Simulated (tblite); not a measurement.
C6H8N (doublet state).
Cartesian coordinates in Å at the GFN2-xTB level; atoms count from 1:
```xyz
15
C6H8N angstrom
C      2.5141    1.0707   -0.1394
C      1.7718    0.1847   -0.7115
C      0.7701   -0.7246   -0.0169
C     -0.6552   -0.4675   -0.5306
N     -1.5372   -1.5058   -0.0026
C     -1.0881    0.8787   -0.1684
C     -1.5255    1.9306    0.2000
H      2.7011    1.4511    0.8372
H      1.8161    0.0324   -1.7848
H      0.8067   -0.5628    1.0618
H      1.0250   -1.7653   -0.2270
H     -0.6673   -0.5590   -1.6255
H     -2.4799   -1.3834   -0.3568
H     -1.5769   -1.4461    1.0102
H     -1.8793    2.8743    0.4921
```

Level: GFN2-xTB in tblite, geometry and Hessian alike; calculated harmonic values, unscaled, isolated species. Errors from tens to a few hundred cm⁻¹ against measured bands are possible. One conformer, not necessarily the lowest. Open shells enter through the occupations alone, without spin polarisation, and single modes of such species can be off by tens of per cent.

Harmonic wavenumbers (cm⁻¹): 53.4, 61.8, 146.3, 195.5, 227.7, 267.0, 346.4, 394.6, 471.3, 521.2, 607.0, 664.0, 673.7, 737.2, 827.9, 909.5, 936.1, 971.2, 984.1, 1043.1, 1100.8, 1111.6, 1157.0, 1228.9, 1272.5, 1290.9, 1310.7, 1460.2, 1560.3, 1722.5, 2277.9, 2888.3, 2972.6, 2987.1, 2997.0, 3196.0, 3385.4, 3389.6, 3415.7.

A = 3698, B = 2054, C = 1428 MHz; mass 94.066 u (most abundant isotopes); point group C1, symmetry number 1; spin multiplicity 2.

Task: What is the zero-point energy?

Result: Half the sum of the wavenumbers: 25882 cm⁻¹ = 309.62 kJ/mol.

Task: Give the ideal-gas entropy at 350 K and 1 bar in the rigid-rotor, harmonic-oscillator model (classical rotation).

Result: Translation 168.86, rotation 118.25, vibration 115.94, spin (R ln 2) 5.76: S = 408.8 J/(mol K).

Task: And Cp and H(350 K) − H(0)?

Result: Cp = 153.22 J/(mol K), of which vibrations give 119.96 (their classical limit is 39 R = 324.3); H(350 K) − H(0) = 32.90 kJ/mol without the zero-point energy, 21.26 from vibrations.

Task: Which modes carry the vibrational entropy at 350 K?

Result: 53.4 cm⁻¹: 20.94; 61.8 cm⁻¹: 19.73; 146.3 cm⁻¹: 12.67; 195.5 cm⁻¹: 10.35; 227.7 cm⁻¹: 9.16; 267.0 cm⁻¹: 7.95 J/(mol K); the other 33 give 35.14 together.

Task: What must be added to the electronic energy to get the Gibbs energy at 350 K and 1 bar?

Result: ZPE + [H(350 K) − H(0)] − T·S = 309.62 + 32.90 − 143.08 = 199.44 kJ/mol.

Task: How do the functions run with temperature in this model?

Result: 
```json
{"T (K)": "150", "S (J/(mol K))": "311.2", "Cp (J/(mol K))": "86.1", "H − H(0) (kJ/mol)": "8.90", "G − H(0) (kJ/mol)": "-37.77", "ln q(vib)": "2.45"}
{"T (K)": "250", "S (J/(mol K))": "363.0", "Cp (J/(mol K))": "120.1", "H − H(0) (kJ/mol)": "19.20", "G − H(0) (kJ/mol)": "-71.56", "ln q(vib)": "4.55"}
{"T (K)": "298.15", "S (J/(mol K))": "385.6", "Cp (J/(mol K))": "136.5", "H − H(0) (kJ/mol)": "25.38", "G − H(0) (kJ/mol)": "-89.59", "ln q(vib)": "5.56"}
{"T (K)": "400", "S (J/(mol K))": "430.3", "Cp (J/(mol K))": "168.1", "H − H(0) (kJ/mol)": "40.94", "G − H(0) (kJ/mol)": "-131.17", "ln q(vib)": "7.68"}
{"T (K)": "600", "S (J/(mol K))": "507.9", "Cp (J/(mol K))": "214.6", "H − H(0) (kJ/mol)": "79.53", "G − H(0) (kJ/mol)": "-225.19", "ln q(vib)": "11.76"}
{"T (K)": "900", "S (J/(mol K))": "603.9", "Cp (J/(mol K))": "258.7", "H − H(0) (kJ/mol)": "151.05", "G − H(0) (kJ/mol)": "-392.48", "ln q(vib)": "17.45"}
```

q(vib) and H(0) count from the zero-point level.

Task: Blend soft modes into free rotors: weight 1/[1 + (100 cm⁻¹/ν̃)⁴] for the oscillator and the rest for a rotor with moment μB/(μ + B), μ = h/(8π²ν), B = 10⁻⁴⁴ kg m². What vibrational entropy results?

Result: 105.90 J/(mol K) in place of 115.94, which changes −T·S at 350 K by +3.51 kJ/mol.

Hindered rotation and anharmonicity are outside this model. Other conformers, if any are populated, would add a mixing term that is left out. The structure is chiral; the term R ln 2 for an equal mix with its mirror image is left out.
